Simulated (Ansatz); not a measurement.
Start from `ClC1=CCC1` and change one atom or group to get `[SiH3]C1=CCC1`.

Ansatz, PBE0-D4/def2-TZVP geometries, multiplicity 1. 

```tsv
property	`ClC1=CCC1`
LUMO energy (PBE/def2-TZVPP) / eV	-0.84
size of the dipole moment (PBE/def2-TZVPP) / D	1.54
size of the dipole moment (ωB97M-V/def2-TZVPP) / D	1.57
LUMO energy (PBE0/def2-TZVPP) / eV	0.16
HOMO energy (B3LYP/def2-TZVPP) / eV	-6.83
HOMO energy (PBE0/def2-TZVPP) / eV	-7.05
```

What does the change do to each property? (An estimate is asked.)

Ansatz gave: 
```
                                          property  `[SiH3]C1=CCC1`  shift
                 LUMO energy (PBE/def2-TZVPP) / eV            -1.21  -0.37
    size of the dipole moment (PBE/def2-TZVPP) / D             1.07  -0.47
size of the dipole moment (ωB97M-V/def2-TZVPP) / D             1.00  -0.57
                LUMO energy (PBE0/def2-TZVPP) / eV            -0.23  -0.39
               HOMO energy (B3LYP/def2-TZVPP) / eV            -7.10  -0.27
                HOMO energy (PBE0/def2-TZVPP) / eV            -7.32  -0.27
```

With PBE0 the HOMO falls by 0.27 eV and the LUMO falls by 0.39 eV, so the gap narrows by about 0.12 eV. PBE moves the HOMO by -0.33 eV and ωB97M-V by -0.30 eV. The zero-point energy changes by 62.5 kJ/mol with +9 modes. Dipoles are sizes alone; their direction can turn.

Positive LUMOs are unbound, so they and the gaps depend on the basis.

B3LYP here is the variant with VWN-RPA as its local correlation; programs differ in this.
